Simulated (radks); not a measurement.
All-electron atom: Ce XXIV in [Ar] 3d10 4s2 4p5 (the NIST ground configuration). Method: scalar-relativistic Kohn-Sham, LDA (Slater exchange, VWN5 correlation), spin-polarised, spherical densities, finite nucleus; open shells are filled with parallel spins first (spin-orbit coupling, left out, can overturn this in heavy ions); Fermi nuclear charge, rms radius 4.8771 fm; computed with a radial shooting solver on a logarithmic mesh with Libxc functionals.

Normalised radial functions P(r) = r R(r), r in bohr:

r	3d down	4s up	4p up
0.003309	0.0003	0.2346	0.0165
0.003731	0.0004	0.2544	0.0203
0.00424	0.0006	0.2761	0.0254
0.004781	0.0009	0.2967	0.0311
0.00539	0.0012	0.3172	0.0382
0.006078	0.0017	0.3370	0.0467
0.006908	0.0024	0.3567	0.0579
0.007788	0.0034	0.3730	0.0705
0.008781	0.0047	0.3861	0.0858
0.009901	0.0065	0.3949	0.1040
0.01125	0.0093	0.3980	0.1271
0.01269	0.0128	0.3933	0.1527
0.01431	0.0176	0.3796	0.1826
0.01613	0.0241	0.3553	0.2171
0.01833	0.0337	0.3156	0.2590
0.02067	0.0459	0.2640	0.3030
0.0233	0.0622	0.1975	0.3512
0.02649	0.0855	0.1097	0.4062
0.02986	0.1144	0.0125	0.4593
0.03367	0.1521	-0.0970	0.5115
0.03796	0.2007	-0.2148	0.5593
0.04315	0.2670	-0.3427	0.6005
0.04865	0.3455	-0.4559	0.6242
0.05485	0.4421	-0.5517	0.6267
0.06185	0.5589	-0.6180	0.6015
0.07029	0.7069	-0.6416	0.5366
0.07925	0.8674	-0.6074	0.4348
0.08936	1.0465	-0.5099	0.2910
0.1016	1.2526	-0.3336	0.0940
0.1145	1.4512	-0.1074	-0.1231
0.1291	1.6437	0.1600	-0.3557
0.1456	1.8157	0.4399	-0.5812
0.1654	1.9587	0.7089	-0.7814
0.1865	2.0385	0.8873	-0.8980
0.2103	2.0523	0.9518	-0.9153
0.2371	1.9926	0.8720	-0.8124
0.2695	1.8478	0.6172	-0.5629
0.3039	1.6451	0.2377	-0.2126
0.3426	1.3950	-0.2308	0.2139
0.3863	1.1207	-0.7194	0.6620
0.4391	0.8304	-1.1741	1.0910
0.495	0.5848	-1.4638	1.3823
0.5582	0.3819	-1.5768	1.5217
0.6344	0.2208	-1.4982	1.4883
0.7153	0.1196	-1.2762	1.3096
0.8064	0.0582	-0.9758	1.0400
0.9093	0.0250	-0.6670	0.7425
1.033	0.0088	-0.3896	0.4572
1.165	0.0028	-0.2057	0.2554
1.314	0.0007	-0.0941	0.1245
1.481	0.0002	-0.0368	0.0522
1.684	0.0000	-0.0111	0.0172
1.898	0.0000	-0.0030	0.0050

3d down: eigenvalue -1523.3 eV, 0 radial nodes, <r> = 0.249 bohr, 90 % of the charge inside 0.388 bohr. 4s up: eigenvalue -855.02 eV, 3 radial nodes at r = 0.0303, 0.120, 0.324 bohr, <r> = 0.585 bohr, 90 % of the charge inside 0.828 bohr. 4p up: eigenvalue -778.45 eV, 2 radial nodes at r = 0.107, 0.323 bohr, <r> = 0.602 bohr, 90 % of the charge inside 0.860 bohr.
